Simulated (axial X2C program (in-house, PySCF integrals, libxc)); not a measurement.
CoAs: from Re and ωe to a spectrum

A bond curve at the PBE0 level, with spin–orbit coupling, was computed with an in-house all-electron X2C program for linear molecules (integrals from PySCF) (basis As dyall-cv3z [9s9p6d4f1g], Co dyall-cv3z [9s10p6d3f2g] (cores contracted in-house)) for the state Ω = 4 (⟨Sz⟩ = 2.00, ⟨Lz⟩ = 2.00 at PBE0). Its fit gives Re = 2.2141 Å, ωe = 295.4 cm⁻¹, ωexe = 1.06 cm⁻¹ and αe = 5.168e-04 cm⁻¹; the masses are 74.9216 and 58.9332 u. Two-component means X2C with spin–orbit coupling and atomic mean-field Coulomb and Gaunt terms.

Q: Find the reduced mass, Be and the force constant.

A: From the PBE0 values: μ = 32.9863 u. Be = 16.8576/(μ Re²) = 0.1042 cm⁻¹. k = 5.8918×10⁻⁷ μ ωe² = 1.7 mdyn/Å.

Q: Where do the fundamental and the first overtone lie?

A: ν(1←0) = ωe − 2ωexe = 293.3 cm⁻¹; ν(2←0) = 2ωe − 6ωexe = 584.4 cm⁻¹.

Q: Estimate the centrifugal constant by the Kratzer relation.

A: D = 4Be³/ωe² = 5.19e-08 cm⁻¹.

Q: A Morse curve ties αe to the other constants (Pekeris). How well does that hold?

A: αe(Morse) = 6Be²/ωe × (√(ωexe/Be) − 1) = 4.831e-04 cm⁻¹; the PBE0 curve gives 5.168e-04 cm⁻¹, a ratio of 0.93.

Q: The dipole moment p changes by 0.29 D/Å at Re. What harmonic infrared intensity follows?

A: I = 42.256 × (dp/dR)²/μ = 0.11 km/mol.

One determinant describes the state; a PBE0 search over occupations chose it and may have missed a lower one. Density functionals use the spin component along the axis (collinear). Other states lie close and PBE0, whose exact exchange favours high spin, may order them wrongly; the determinant shown need not be the ground state. The nearest other 2c determinant of the search, Ω = 5, lies 0.33 eV up at the distance of the search. The functionals have no current-density term, which raises determinants with orbital currents, atoms included. With several unpaired electrons one determinant need not be a pure state. Open-shell Ω = 0 determinants with evenly filled partner blocks cannot be reached by this program, so the Ω shown need not be the lowest component.
